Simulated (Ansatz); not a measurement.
Reaction (cleavage of the In–Ge bond): `[CH3][In]([NH2])[GeH3]` + `O[SiH3]` → `[CH3][In]([NH2])[O][SiH3]` + GeH₄

Calculated with Ansatz (gas phase, PBE0-D4/def2-TZVP geometries, no zero-point term in ΔE). CCSD(T)/CBS adds triple-zeta CCSD(T) − MP2 to the extrapolated MP2 energy (def2 sets, frozen cores). Functionals use def2-TZVPP. HSE06 is defined as in plane-wave codes. Elements past krypton have def2 core potentials. For Ge, In outer-core shells are correlated without core-valence functions, which leaves a few kJ/mol of doubt a bond. Scalar relativity is left out up to krypton. One conformer a species, not always the lowest.

```tsv
level	ΔE (kJ/mol)	difference from CCSD(T)/CBS
r2SCANh-D4	-2.7	4.9
HSE06-D4	5.5	13.1
ωB97M-V	-2.9	4.7
B2PLYP	-6.4	1.2
PBE	7.0	14.6
r2SCAN0	0.4	8.0
HSE06	7.1	14.7
BHLYP	-4.6	3.0
HF/def2-SVP	-17.0	-9.4
MP2/def2-QZVPP	-7.8	-0.2
CCSD(T)/CBS	-7.6	0
```

Largest T1 diagnostic among the species: 0.014.

In def2-TZVPP, CCSD(T) changes the Hartree–Fock value by +6.2 kJ/mol (the triples alone add −1.1 kJ/mol) and MP2 by +7.1 kJ/mol. The D4 term adds −3.2 kJ/mol with B3LYP and −1.8 kJ/mol with PBE0; it sums over pairs of atoms, weighted by their polarisabilities, and B3LYP, whose exchange is more repulsive, gets the larger term. At CCSD(T), def2-SVP lies −7.8 kJ/mol from the extrapolated value and def2-TZVPP −0.3 kJ/mol.

B3LYP here is the variant with VWN-RPA as its local correlation; programs differ in this.
